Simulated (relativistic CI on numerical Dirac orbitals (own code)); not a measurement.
## Ni2+ in a cubic cluster: 3p photoemission with charge transfer

Computed with a charge-transfer multiplet model of a cubic metal-ligand cluster with up to 2 ligand holes, Slater and spin-orbit integrals from Dirac-Coulomb-Breit ions, Slater integrals scaled by 0.8. The ground state mixes d8 with configurations of k ligand holes L, whose averages lie at kΔ + k(k − 1)U_dd/2; a core hole lowers each added d electron by U_cd. 20 K, Lorentzian 0.9 eV and Gaussian 0.8 eV FWHM.

Atomic integrals in eV (Slater integrals scaled, ζ unscaled), ground: F2dd 9.736, F4dd 6.042, zeta_d 0.080; with the core hole: F2dd 10.622, F4dd 6.633, zeta_d 0.088, zeta_core 1.457, F2cd 11.426, G1cd 14.114, G3cd 8.599.

Cluster parameters (eV): Δ = 5.9, U_dd = 7.9, 10Dq = 1.4, 10Dq(ligand) = 0.1, V(eg) = 1.25, V(t2g) = -0.65, final-state hopping factor = 0.9.

```tsv
Case	n_d	d8	d9L	d10L2	S
U_cd = 7.7 eV	8.05	0.95	0.04	0.00	1.00
U_cd = 8.3 eV	8.05	0.95	0.04	0.00	1.00
U_cd = 8.9 eV	8.05	0.95	0.04	0.00	1.00
U_cd = 9.5 eV	8.05	0.95	0.04	0.00	1.00
U_cd = 10.7 eV	8.05	0.95	0.04	0.00	1.00
```

Weights, n_d and S are thermal averages at 20 K. Binding energies count from the first peak over 30 % of the highest in each spectrum, which can be another peak from case to case. The parameters are a model scan and need not match a compound or its usual spin state. Peaks in eV (height, largest 100):
- U_cd = 7.7 eV: 0.0 (100), 6.1 (58), 10.8 (19), 13.1 (24), 15.5 (15), 17.2 (15), 18.9 (17)
- U_cd = 8.3 eV: 0.0 (100), 6.0 (57), 10.9 (20), 12.9 (23), 17.3 (17), 18.9 (18)
- U_cd = 8.9 eV: 0.0 (100), 5.8 (55), 7.9 (40), 11.0 (22), 13.5 (22), 17.4 (19), 19.1 (20)
- U_cd = 9.5 eV: 0.0 (100), 2.8 (50), 5.6 (54), 8.0 (48), 11.2 (25), 13.1 (22), 14.5 (20), 17.5 (22), 19.3 (21)
- U_cd = 10.7 eV: 0.0 (100), 2.8 (85), 4.8 (67), 8.4 (66), 12.0 (38), 15.2 (29), 18.2 (30), 19.9 (28)

For the case U_cd = 8.9 eV, Δ = 5.9 eV is smaller than U_dd = 7.9 eV, the charge-transfer side of the Zaanen-Sawatzky-Allen scheme. With the core hole the configuration with one ligand hole lies at Δ − U_cd = -1.8, -2.4, -3.0, -3.6, -4.8 eV from the one without, in the order of the table; where this is negative the screened configuration lies lower, though the effective hopping of about 1.6 eV (from the holes of the mixed ground state) mixes the two strongly wherever it is as large as the gap.
